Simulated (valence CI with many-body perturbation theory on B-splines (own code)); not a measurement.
## Forbidden lines of Rh6+

Level of theory: valence CI with perturbative core correlation (CI+MBPT): three valence electrons over a frozen Dirac-Fock core [Kr], radial functions for each j: 9 s, 9 p, 10 d, 8 f, 5 g, 3 h, 1 i, with the one-electron correlation potential Σ1 (screened to all orders), the two-electron term Σ2, the three-electron term Σ3, Breit, model QED; selected single and double excitations, second order for the rest, scaled by the run's own slope (own B-spline code, finite nucleus).

No measured spectrum was set against this ion. As an estimate, terms of the open shell hold to 2 to 4 % of their energy, and close levels can change places; different configurations can be misplaced against each other by 1,000 to 8,000 cm⁻¹. Core correlation moves these levels by up to 18000 cm⁻¹, and in measured spectra 5 to 20 % of such shifts remained as error; rates that hang on mixing are uncertain with them. The list stops below the first excitations out of the core.

Lines 51 to 100 of 120 in falling wavelength, among levels below 299180 cm⁻¹, chosen from the decays that carry over 1 % of a level's rate. Wavelengths and rates use the calculated energies, so an error of 2000 cm⁻¹ moves a line at 4786 Å by 9.6 % and its rate by three times that or more. Electric multipoles are in the length gauge, E1 and E2 with the static RPA response of the core. Weak lines are less certain than strong ones. Lines between different terms over intervals too small for the method are left out, as are lines whose strength nearly cancels.

Names give the largest LS component (configuration and term), which can be under half, so a name can repeat, a term be missing and a line seem to break the LS rules; names also repeat where a configuration has a term twice. Letters in brackets count levels of one name in rising energy.

```tsv
λ vac (Å)	Upper	Lower	Type	A (s⁻¹)	Branch %
4786	4d3 2D_3/2 [b]	4d3 2F_5/2	E2	4.46e-01	1.4
4765	4d3 2D_5/2 [b]	4d3 2F_7/2	M1	2.82e+00	7.6
4765	4d3 2D_5/2 [b]	4d3 2F_7/2	E2	4.53e-01	1.2
4486	4d3 2F_5/2	4d3 4P_3/2	M1	8.61e-02	2.4
4444	4d3 2D_3/2 [a]	4d3 4F_3/2	M1	3.27e+00	28.6
4355	4d3 2D_5/2 [a]	4d3 4F_7/2	M1	6.65e+00	72.2
4230	4d3 2P_1/2	4d3 4F_3/2	M1	9.45e-02	2.6
3965	4d3 2D_5/2 [a]	4d3 4F_5/2	M1	1.03e+00	11.2
3690	4d3 2P_3/2	4d3 4F_5/2	M1	3.64e+00	33.4
3683	4d3 2D_5/2 [a]	4d3 4F_3/2	M1	2.60e-01	2.8
3445	4d3 2P_3/2	4d3 4F_3/2	M1	1.64e+00	15.1
3438	4d3 2D_5/2 [b]	4d3 2P_3/2	M1	1.09e+00	2.9
3438	4d3 2D_5/2 [b]	4d3 2P_3/2	E2	8.24e-01	2.2
3270	4d3 2F_7/2	4d3 4F_9/2	M1	1.82e+00	37.8
3270	4d3 2F_7/2	4d3 4F_9/2	E2	5.36e-02	1.1
3229	4d3 2D_5/2 [b]	4d3 2D_5/2 [a]	E2	4.40e-01	1.2
3181	4d3 2D_3/2 [b]	4d3 2D_5/2 [a]	M1	5.47e+00	17.6
3181	4d3 2D_3/2 [b]	4d3 2D_5/2 [a]	E2	3.28e-01	1.1
3004	4d3 2D_5/2 [b]	4d3 2H_9/2	E2	1.99e+00	5.3
2985	4d3 2F_5/2	4d3 4F_7/2	M1	9.57e-02	2.7
2861	4d3 2D_3/2 [b]	4d3 2P_1/2	E2	8.60e-01	2.8
2841	4d3 2F_7/2	4d3 4F_5/2	M1	6.19e-01	12.9
2808	4d3 2D_5/2 [b]	4d3 2D_3/2 [a]	M1	5.21e+00	14.0
2796	4d3 2F_5/2	4d3 4F_5/2	M1	1.34e-01	3.8
2771	4d3 2D_3/2 [b]	4d3 2D_3/2 [a]	E2	1.39e+00	4.5
2771	4d3 2D_3/2 [b]	4d3 2D_3/2 [a]	M1	6.28e-01	2.0
2653	4d3 2F_5/2	4d3 4F_3/2	M1	1.49e+00	42.1
2653	4d3 2F_5/2	4d3 4F_3/2	E2	5.21e-02	1.5
2535	4d3 2D_5/2 [b]	4d3 2G_9/2	E2	4.43e+00	11.9
2533	4d3 2D_5/2 [b]	4d3 4P_5/2	M1	9.48e+00	25.5
2504	4d3 2D_3/2 [b]	4d3 4P_5/2	M1	5.56e-01	1.8
2475	4d3 2D_5/2 [b]	4d3 2G_7/2	E2	7.93e-01	2.1
2447	4d3 2D_3/2 [b]	4d3 2G_7/2	E2	9.77e+00	31.4
2341	4d3 2D_5/2 [b]	4d3 4P_3/2	M1	6.07e-01	1.6
2331	4d3 2D_3/2 [b]	4d3 4P_1/2	M1	9.09e-01	2.9
2316	4d3 2D_3/2 [b]	4d3 4P_3/2	M1	3.03e+00	9.8
2316	4d3 2D_3/2 [b]	4d3 4P_3/2	E2	7.08e-01	2.3
1939	4d3 2D_5/2 [b]	4d3 4F_9/2	E2	7.53e-01	2.0
1854	4d3 2D_5/2 [b]	4d3 4F_7/2	M1	2.07e+00	5.6
1765	4d3 2D_3/2 [b]	4d3 4F_5/2	M1	2.17e+00	7.0
1707	4d3 2D_3/2 [b]	4d3 4F_3/2	M1	7.33e-01	2.4
540.4	4d2 5s 4F_7/2	4d3 2H_11/2	E2	8.35e+02	1.1
534.2	4d2 5s 4F_7/2	4d3 2D_3/2 [a]	E2	8.09e+02	1.1
530.6	4d2 5s 4F_5/2	4d3 2G_9/2	E2	1.72e+03	2.3
530.5	4d2 5s 4F_5/2	4d3 4P_5/2	E2	1.13e+03	1.5
526.5	4d2 5s 4F_3/2	4d3 4P_1/2	E2	7.31e+03	10.1
525.7	4d2 5s 4F_3/2	4d3 4P_3/2	E2	3.42e+03	4.7
523.8	4d2 5s 2F_5/2	4d3 2H_9/2	E2	1.30e+04	11.3
523.4	4d2 5s 4F_7/2	4d3 4P_5/2	E2	4.14e+03	5.5
522.3	4d2 5s 4F_5/2	4d3 4P_1/2	E2	2.85e+03	3.8
```
